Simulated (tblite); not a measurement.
Species: C8H13NP (charge +1).
Atom-mapped SMILES: `[CH3:1][CH2:2][P@H+:3]([CH3:4])[c:5]1[cH:6][cH:7][cH:8][n:9][cH:10]1` (hydrogens: H11, H12, H13 on C1; H14, H15 on C2; H16 on P3; H17, H18, H19 on C4; H20 on C6; H21 on C7; H22 on C8; H23 on C10)
Bond orders are those of one Lewis drawing.

Computed with GFN2-xTB (tblite), gas phase: L-BFGS steps from a force-field or distance-geometry start until the largest atomic force falls under 0.01 eV/Å.

Step 22: E = -782.8182 eV
```
atom  x, y, z in Å  |  force x, y, z in eV/Å
C1     -1.7786    1.8779    0.9214    0.008   0.018   0.003
C2     -1.9437    0.3634    0.8845    0.003  -0.045  -0.015
P3     -1.0675   -0.4024   -0.5140   -0.034  -0.026  -0.046
C4     -1.4076   -2.1793   -0.5514    0.006   0.018  -0.007
C5      0.6975   -0.0703   -0.4837   -0.021   0.016  -0.029
C6      1.4590   -0.5277    0.5929   -0.039   0.006   0.003
C7      2.8159   -0.2694    0.6013    0.001  -0.014   0.018
C8      3.3588    0.4370   -0.4673   -0.016  -0.003   0.008
N9      2.6353    0.8703   -1.4841    0.000  -0.003  -0.006
C10     1.3441    0.6310   -1.5068   -0.008   0.005   0.006
H11    -2.1994    2.3425    0.0331    0.001   0.009  -0.022
H12    -0.7324    2.1630    1.0007    0.046  -0.001  -0.019
H13    -2.2994    2.2709    1.7900   -0.020   0.048   0.001
H14    -2.9997    0.0918    0.7973   -0.022  -0.025   0.017
H15    -1.5514   -0.0887    1.8013   -0.005  -0.027   0.024
H16    -1.5541    0.1451   -1.6843    0.029   0.023   0.012
H17    -0.8935   -2.6331   -1.4006   -0.035   0.002   0.030
H18    -1.0509   -2.6430    0.3712    0.004   0.024  -0.038
H19    -2.4827   -2.3477   -0.6394    0.052   0.007  -0.015
H20     0.9929   -1.0697    1.4036    0.007  -0.025   0.040
H21     3.4327   -0.6082    1.4157    0.064  -0.003   0.030
H22     4.4151    0.6626   -0.5039   -0.008   0.026  -0.048
H23     0.8050    1.0111   -2.3678   -0.013  -0.029   0.053
```

Step 23: E = -782.8191 eV
```
atom  x, y, z in Å  |  force x, y, z in eV/Å
C1     -1.7775    1.8793    0.9195    0.011  -0.005   0.006
C2     -1.9438    0.3634    0.8867   -0.006  -0.031  -0.020
P3     -1.0680   -0.4029   -0.5111   -0.021  -0.025  -0.038
C4     -1.4067   -2.1794   -0.5525    0.001   0.021  -0.013
C5      0.6967   -0.0718   -0.4800   -0.007   0.012  -0.018
C6      1.4605   -0.5289    0.5955   -0.032   0.009   0.008
C7      2.8176   -0.2697    0.6027   -0.003  -0.012   0.004
C8      3.3571    0.4369   -0.4682   -0.007  -0.005   0.024
N9      2.6319    0.8696   -1.4841    0.014  -0.009   0.008
C10     1.3411    0.6293   -1.5041   -0.007   0.009   0.002
H11    -2.1979    2.3424    0.0290    0.010  -0.011   0.009
H12    -0.7298    2.1623    0.9966    0.017   0.000  -0.010
H13    -2.2988    2.2737    1.7879   -0.001   0.048  -0.020
H14    -2.9998    0.0926    0.7955   -0.021  -0.020   0.029
H15    -1.5542   -0.0908    1.8046   -0.013   0.001   0.004
H16    -1.5551    0.1443   -1.6810    0.031   0.030   0.008
H17    -0.8934   -2.6276   -1.4055   -0.029  -0.008   0.045
H18    -1.0494   -2.6455    0.3694   -0.008   0.023  -0.062
H19    -2.4818   -2.3455   -0.6440    0.053  -0.006   0.000
H20     0.9960   -1.0706    1.4073    0.003  -0.028   0.041
H21     3.4373   -0.6076    1.4165    0.039   0.007   0.003
H22     4.4130    0.6643   -0.5064   -0.005   0.024  -0.048
H23     0.8003    1.0091   -2.3638   -0.020  -0.025   0.041
```

Step 24: E = -782.8199 eV
```
atom  x, y, z in Å  |  force x, y, z in eV/Å
C1     -1.7764    1.8802    0.9180    0.011  -0.026   0.005
C2     -1.9440    0.3630    0.8881   -0.016  -0.008  -0.014
P3     -1.0687   -0.4037   -0.5093    0.000  -0.005  -0.015
C4     -1.4059   -2.1791   -0.5537   -0.003   0.019  -0.019
C5      0.6958   -0.0729   -0.4773    0.007   0.003   0.003
C6      1.4612   -0.5297    0.5978   -0.017   0.004   0.020
C7      2.8188   -0.2701    0.6039   -0.004  -0.006  -0.003
C8      3.3557    0.4368   -0.4686    0.005  -0.005   0.029
N9      2.6295    0.8689   -1.4840    0.014  -0.011   0.017
C10     1.3388    0.6281   -1.5019   -0.002   0.005   0.006
H11    -2.1965    2.3421    0.0257    0.018  -0.025   0.029
H12    -0.7274    2.1618    0.9930   -0.010  -0.004  -0.003
H13    -2.2983    2.2770    1.7858    0.018   0.040  -0.038
H14    -3.0004    0.0931    0.7946   -0.015  -0.015   0.036
H15    -1.5569   -0.0923    1.8075   -0.017   0.020  -0.017
H16    -1.5554    0.1443   -1.6782    0.028   0.036  -0.004
H17    -0.8939   -2.6233   -1.4089   -0.012  -0.022   0.036
H18    -1.0484   -2.6477    0.3665   -0.010   0.018  -0.060
H19    -2.4803   -2.3440   -0.6479    0.029  -0.016   0.010
H20     0.9987   -1.0717    1.4109    0.002  -0.021   0.028
H21     3.4419   -0.6070    1.4171    0.008   0.016  -0.025
H22     4.4112    0.6661   -0.5095   -0.006   0.018  -0.041
H23     0.7961    1.0069   -2.3599   -0.028  -0.015   0.020
```

**Question.** Estimate the geometry and energy of step 25. (The exact step hangs on the optimiser's Hessian estimate; all steps are aligned on step 24, rigid shifts and turns removed.)

**Answer.** E = -782.8206 eV, largest force 0.061 eV/Å
```
atom  x, y, z in Å  |  force x, y, z in eV/Å
C1     -1.7752    1.8807    0.9168    0.008  -0.036   0.001
C2     -1.9447    0.3625    0.8893   -0.022   0.013  -0.005
P3     -1.0692   -0.4047   -0.5076    0.017   0.021   0.007
C4     -1.4053   -2.1788   -0.5553   -0.005   0.015  -0.023
C5      0.6952   -0.0739   -0.4747    0.015  -0.008   0.029
C6      1.4616   -0.5302    0.6003    0.004  -0.001   0.026
C7      2.8198   -0.2706    0.6049   -0.008   0.001  -0.006
C8      3.3548    0.4368   -0.4685    0.009  -0.003   0.020
N9      2.6275    0.8682   -1.4835    0.007  -0.009   0.021
C10     1.3369    0.6272   -1.4996    0.002  -0.001   0.011
H11    -2.1950    2.3413    0.0234    0.020  -0.032   0.033
H12    -0.7253    2.1614    0.9897   -0.025  -0.010   0.004
H13    -2.2973    2.2812    1.7832    0.031   0.028  -0.045
H14    -3.0015    0.0937    0.7946   -0.009  -0.010   0.036
H15    -1.5603   -0.0926    1.8103   -0.016   0.028  -0.030
H16    -1.5551    0.1447   -1.6754    0.024   0.041  -0.016
H17    -0.8944   -2.6199   -1.4116    0.009  -0.036   0.012
H18    -1.0480   -2.6505    0.3624   -0.003   0.011  -0.038
H19    -2.4785   -2.3434   -0.6515   -0.007  -0.023   0.015
H20     1.0013   -1.0730    1.4147    0.001  -0.011   0.013
H21     3.4462   -0.6061    1.4171   -0.016   0.019  -0.038
H22     4.4098    0.6681   -0.5130   -0.006   0.010  -0.029
H23     0.7919    1.0048   -2.3561   -0.029  -0.005   0.002
```

The energy changes by -0.0007 eV. The first-order estimate −F·Δx gives -0.0010 eV and the mean of the old and new forces, exact on a quadratic surface, -0.0007 eV. The step makes an angle of 70° with the force vector and moves no atom by more than 0.006 Å.

The cost below is that of the whole relaxation. Time: 0.33 s. Hardware: one thread of an Arm Neoverse V2, no GPU (shared host).
